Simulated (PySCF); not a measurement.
## Absolute configuration from chiroptical data

Theory: PySCF 2.14.0, TDDFT B3LYP/def2-SVPD circular dichroism and optical rotation, one conformer, gas phase. Geometry: GFN2-xTB.

States above about 6.9 eV (minus the energy of the highest occupied orbital) lie near or above the ionisation threshold and depend on the basis.

Values for one enantiomer of C₃H₅F₃SSi, R in 10⁻⁴⁰ esu² cm² (velocity form):
```tsv
λ (nm)	f	R
271	0.002	+12.7
210	0.008	+4.7
205	0.020	+3.5
187	0.023	+8.0
186	0.037	-6.7
177	0.0009	-3.9
174	0.026	-15.4
164	0.014	+12.2
160	0.088	-1.7
156	0.007	-1.0
154	0.043	-19.7
153	0.046	-7.4
```

[α] at 589.3 nm: +55 deg dm⁻¹ (g/mL)⁻¹ (origin-invariant length gauge).

Task: Which structure gives these signs?
A. C[C@H]1S[C@@H]1[Si](F)(F)F
B. C[C@@H]1S[C@H]1[Si](F)(F)F

Result: B. Its CIP labels in SMILES order are S, R; the other enantiomer gives every sign reversed.

The signs above follow by mirror symmetry from the run on the other enantiomer. Geometry of C[C@H]1S[C@@H]1[Si](F)(F)F as run:
```xyz
13

C    -2.060   -0.294    0.278
C    -0.762   -0.093   -0.452
S    -0.376    1.559   -1.062
C     0.391    0.546    0.248
Si    2.143   -0.025   -0.049
F     2.722   -0.841    1.183
F     2.257   -0.996   -1.294
F     3.192    1.129   -0.316
H    -2.004   -1.200    0.882
H    -2.271    0.552    0.928
H    -2.878   -0.400   -0.431
H    -0.525   -0.874   -1.167
H     0.166    0.938    1.236
```
